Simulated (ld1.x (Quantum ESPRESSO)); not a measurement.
Logarithmic derivatives: Au, TM

- Element: gold (Au)
- Generator: ld1.x (Quantum ESPRESSO) 7.5
- Type: norm-conserving Troullier–Martins (Kleinman–Bylander form)
- Functional: LDA (PZ)
- Relativity: scalar-relativistic
- Frozen core: [Kr] 4d10 4f14 5s2
- Valence charge: 17
- Reference configuration: 5p6 5d10 6s0 6p0 (charge +1)
- Partial waves: 6s (bound, empty): rc 1.80 bohr; 5p (bound): rc 1.35 bohr; 5d (bound): rc 1.85 bohr
- Local potential: the d channel
- Core correction: none

The phase is arctan(r·u′/u) with u = r·R(r), unwrapped; energies in Ry, scanned from -7 to 5 Ry. A pole is an energy at which the radial function vanishes at the test radius. The pseudo phase is shifted by a multiple of π to meet the all-electron one at the reference energy, and phase errors are pseudo minus all-electron; the curves can meet again beyond the range given. Levels narrower than the energy grid can be missing from the lists of poles.

```json
{"channel": "s", "radius (bohr)": "2.01", "reference energy (Ry)": "-1.00", "poles, all-electron": "4.81", "poles, pseudo": "-4.79, 3.90", "unbroken range about the reference energy with phases within 0.05 rad": "-4.3 to 4.2", "phase error 1 Ry above the reference energy (rad)": "-0.004"}
{"channel": "p", "radius (bohr)": "2.01", "reference energy (Ry)": "-5.05", "poles, all-electron": "-4.75", "poles, pseudo": "-4.75", "unbroken range about the reference energy with phases within 0.05 rad": "below 0.1", "phase error 1 Ry above the reference energy (rad)": "+0.001"}
{"channel": "d", "radius (bohr)": "2.01", "reference energy (Ry)": "-1.15", "poles, all-electron": "0.06", "poles, pseudo": "0.05", "unbroken range about the reference energy with phases within 0.05 rad": "below 4.1", "phase error 1 Ry above the reference energy (rad)": "-0.001"}
```

Note: ghost state, extra bound levels that the all-electron valence spectrum of the same l lacks: s at -66.0 eV. A true bound ghost makes a file unfit for plane-wave use.

Phases in the p channel:

```
E (Ry)  all-electron  pseudo
 -7.00         1.313   1.314
 -6.74         1.297   1.297
 -6.48         1.274   1.275
 -6.22         1.242   1.243
 -5.96         1.188   1.189
 -5.70         1.075   1.076
 -5.44         0.684   0.687
 -5.18        -0.923  -0.923
 -4.92        -1.466  -1.466
 -4.66        -1.603  -1.603
 -4.40        -1.666  -1.665
 -4.14        -1.704  -1.703
 -3.88        -1.732  -1.730
 -3.62        -1.754  -1.752
 -3.36        -1.773  -1.770
 -3.10        -1.790  -1.788
 -2.84        -1.808  -1.804
 -2.58        -1.825  -1.821
 -2.32        -1.843  -1.838
 -2.06        -1.862  -1.856
 -1.80        -1.883  -1.875
 -1.54        -1.906  -1.897
 -1.28        -1.932  -1.921
 -1.02        -1.962  -1.948
 -0.76        -1.998  -1.980
 -0.50        -2.040  -2.017
 -0.24        -2.092  -2.061
  0.02        -2.158  -2.115
  0.28        -2.241  -2.183
  0.54        -2.352  -2.269
  0.80        -2.499  -2.381
  1.06        -2.697  -2.528
  1.32        -2.953  -2.721
  1.58        -3.251  -2.965
  1.84        -3.545  -3.242
  2.10        -3.794  -3.517
  2.36        -3.985  -3.755
  2.62        -4.128  -3.942
  2.88        -4.234  -4.084
  3.14        -4.315  -4.192
  3.40        -4.378  -4.275
  3.66        -4.429  -4.340
  3.92        -4.470  -4.393
  4.18        -4.504  -4.435
  4.44        -4.533  -4.471
  4.70        -4.558  -4.501
  4.96        -4.579  -4.527
```
